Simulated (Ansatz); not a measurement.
System: CH4BCl2S, net charge 1, singlet state. SMILES: C[SH+]B(Cl)Cl

Atoms: C1, S2, B3, Cl4, Cl5, H6, H7, H8, H9. Bonds: C1-S2, C1-H6, C1-H7, C1-H8, S2-B3, S2-H9, B3-Cl4, B3-Cl5.

Bond lengths (Å) and angles (degrees) optimised at HF/3-21G with Ansatz (a program for electronic structure); HF/6-31G* with Ansatz; PBE/6-31G* with Ansatz, each started from the B3LYP-D3(BJ)/def2-TZVP structure (Ansatz) of the last column. A row stands for all coordinates that are equal there; 13 of 20 kinds are shown. 6-31G* holds six Cartesian d functions. No wavenumbers were computed at PBE/6-31G*, so these may be saddle points.

| coordinate | HF/3-21G | HF/6-31G* | PBE/6-31G* | B3LYP-D3(BJ)/def2-TZVP |
|---|---|---|---|---|
| C1-S2 | 1.943 | 1.833 | 1.838 | 1.823 |
| C1-H6 | 1.075 | 1.078 | 1.098 | 1.085 |
| C1-H7 | 1.077 | 1.080 | 1.101 | 1.088 |
| C1-H8 | 1.076 | 1.079 | 1.100 | 1.087 |
| S2-B3 | 1.944 | 1.925 | 1.944 | 1.927 |
| S2-H9 | 1.349 | 1.327 | 1.363 | 1.349 |
| B3-Cl4 | 1.736 | 1.708 | 1.715 | 1.706 |
| B3-Cl5 | 1.732 | 1.707 | 1.714 | 1.705 |
| C1-S2-B3 | 107.5 | 107.7 | 107.0 | 106.6 |
| S2-B3-Cl4 | 115.8 | 116.7 | 116.7 | 116.5 |
| S2-B3-Cl5 | 117.2 | 116.1 | 115.4 | 115.1 |
| Cl4-B3-Cl5 | 126.9 | 127.1 | 127.8 | 128.2 |
| S2-C1-H6 | 107.9 | 110.6 | 111.2 | 110.7 |

Mean signed difference of all 8 bond lengths from B3LYP-D3(BJ)/def2-TZVP: HF/3-21G 0.020 Å, HF/6-31G* -0.004 Å, PBE/6-31G* 0.013 Å.
